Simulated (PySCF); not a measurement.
# Dipole moment and polarisability of `BN(BCC=C)CC`

Species: C5H13B2N.
Structure used (PBE0-D3(BJ)/def2-SVP), in Å, numbered top down from 1:
```
atom  x, y, z in Å
B1    -1.042   -1.910    0.414
N2    -0.814   -0.651   -0.192
B3     0.486   -0.177   -0.578
C4     1.839   -0.946   -0.326
C5     2.216   -0.494    1.055
C6     3.010    0.540    1.351
C7    -1.950    0.262   -0.374
C8    -2.123    1.200    0.805
H9    -2.170   -2.212    0.734
H10   -0.127   -2.670    0.608
H11    0.537    0.934   -1.064
H12    2.599   -0.627   -1.055
H13    1.739   -2.040   -0.361
H14    1.734   -1.036    1.879
H15    3.505    1.125    0.569
H16    3.201    0.831    2.387
H17   -2.862   -0.336   -0.519
H18   -1.793    0.843   -1.296
H19   -2.967    1.887    0.641
H20   -2.316    0.633    1.730
H21   -1.214    1.802    0.962
```

Level: B3LYP/def2-SVPD (PySCF), static field, nuclei fixed, core orbitals frozen in the response. The polarisability tensor in these axes (au):

```
x   115.07   7.78   5.39
y     7.78  99.61   0.94
z     5.39   0.94  86.68
```

Problem. Diagonalise the tensor; give its mean and Δα, where Δα² is half the sum of the squared differences of the eigenvalues.

Solution. Principal values 85.67, 96.50 and 119.18 au; mean 100.45 au = 14.89 Å³ = 16.56 × 10⁻⁴⁰ C²·m²/J; Δα = 29.62 au (29 % of the mean).

Problem. What is the dipole moment, and where does it point?

Solution. (-0.78, 0.66, -0.32) D, 1.07 D in size, pointing from the negative to the positive side. Measured along this direction, the outermost atoms are H16, H14 and H13 at the negative end and H19 at the positive end.

Problem. What molar refraction does this α imply?

Solution. Lorentz–Lorenz: R = (4π/3)N_A α = 2.5225 cm³/(mol·Å³) × 14.89 Å³ = 37.5 cm³/mol, in the limit of long wavelengths.

Problem. Directions of the eigenvectors, and the extent of the frame along each?

Solution. Largest value along (0.91, 0.37, 0.16), where the nuclei span 6.54 Å; middle along (-0.36, 0.93, -0.11), 5.24 Å; least along (-0.19, 0.04, 0.98), 3.72 Å. The response follows the extents in order.

Problem. Find the Langevin capture rate constant for H3+ (3.023 u) meeting this molecule (109.123 u), k = 2.342 × 10⁻⁹ cm³/s × √(α in Å³ / reduced mass in u).

Solution. The reduced mass is 2.94 u, so k = 5.27 × 10⁻⁹ cm³/s. The formula leaves out the permanent dipole, which adds to the capture rate.

Problem. Orientational against electronic polarisability at 298 K (dilute gas, rigid molecules)?

Solution. In Gaussian units μ²/3kT = 9.36 Å³ against 14.89 Å³, a ratio of 0.63; the Debye molar polarisation (4π/3)N_A(α + μ²/3kT) is 61.2 cm³/mol, leaving out the vibrational part.

Problem. What are the principal values of the traceless quadrupole moment, Θ = ½Σq(3rr − r²1), about the centre of nuclear charge?

Solution. -3.77, 1.12, 2.65 D·Å. The values depend on the origin, since the dipole doesn't vanish. The electronic extent ⟨r²⟩ about the same centre is 1317 bohr², a root-mean-square distance of 2.48 Å for the 60 electrons.

One conformer (not necessarily the lowest) at the PBE0-D3(BJ)/def2-SVP geometry, without solvent, vibrations or thermal averaging.
